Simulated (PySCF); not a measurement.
Computed shifts of a molecule C₃H₇NSi, KT2/pcSseg-1 run with PySCF, GIAO, gas phase, atoms alike by connectivity averaged where their shifts nearly agree, in ppm (number of nuclei): ¹³C: 184.4 (1), 42.7 (1), 30.3 (1). ¹⁵N: 476.5 (1). ²⁹Si: -7.3 (1). ¹H: 6.66 (2), 3.70 (2), 2.33 (3). References: ¹³C against TMS (σ = 185.1 ppm); ¹⁵N against NH3 (σ = 266.2 ppm); ²⁹Si against TMS (σ = 361.9 ppm); ¹H against TMS (σ = 31.47 ppm), references at their B3LYP-D3(BJ)/def2-TZVP geometries, non-relativistic. Geometry optimised at B3LYP-D3(BJ)/def2-SVP. Other conformers were not sampled.

Problem. Which structure fits?
(A) C[C@H]([SiH3])C#N
(B) CC1=NC[SiH2]1
(C) C=C/N=C/[SiH3]
(D) NCC#C[SiH3]

Solution. B, CC1=NC[SiH2]1
